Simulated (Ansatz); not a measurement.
Start from `C[B](C)[InH2]` and change one atom or group to get `C[B]([InH2])CF`.

Ansatz, PBE0-D4/def2-TZVP geometries, multiplicity 1. Each molecule was computed in one conformer, which needn't be the lowest.

Elements past krypton have def2 core potentials.

```json
{"property": "HOMO–LUMO gap (ωB97M-V/def2-TZVPP) / eV", "`C[B](C)[InH2]`": "8.58"}
{"property": "size of the dipole moment (ωB97M-V/def2-TZVPP) / D", "`C[B](C)[InH2]`": "2.00"}
{"property": "LUMO energy (B3LYP/def2-TZVPP) / eV", "`C[B](C)[InH2]`": "-1.81"}
{"property": "HOMO–LUMO gap (PBE0/def2-TZVPP) / eV", "`C[B](C)[InH2]`": "5.07"}
{"property": "size of the dipole moment (PBE/def2-TZVPP) / D", "`C[B](C)[InH2]`": "2.03"}
{"property": "HOMO energy (PBE/def2-TZVPP) / eV", "`C[B](C)[InH2]`": "-5.56"}
```

Q: Give the same properties after the change, and the shifts. (An estimate is asked.)

A: The calculation gave: 
```csv
property,`C[B]([InH2])CF`,shift
HOMO–LUMO gap (ωB97M-V/def2-TZVPP) / eV,8.99,0.41
size of the dipole moment (ωB97M-V/def2-TZVPP) / D,3.17,1.17
LUMO energy (B3LYP/def2-TZVPP) / eV,-1.69,0.12
HOMO–LUMO gap (PBE0/def2-TZVPP) / eV,5.43,0.36
size of the dipole moment (PBE/def2-TZVPP) / D,3.05,1.02
HOMO energy (PBE/def2-TZVPP) / eV,-5.80,-0.24
```

With PBE0 the HOMO falls by 0.26 eV and the LUMO rises by 0.09 eV, so the gap widens by about 0.35 eV. PBE moves the HOMO by -0.24 eV and ωB97M-V by -0.27 eV. Dipoles are sizes alone; their direction can turn.

Positive LUMOs are unbound, so they and the gaps depend on the basis.

B3LYP here is the variant with VWN-RPA as its local correlation; programs differ in this.
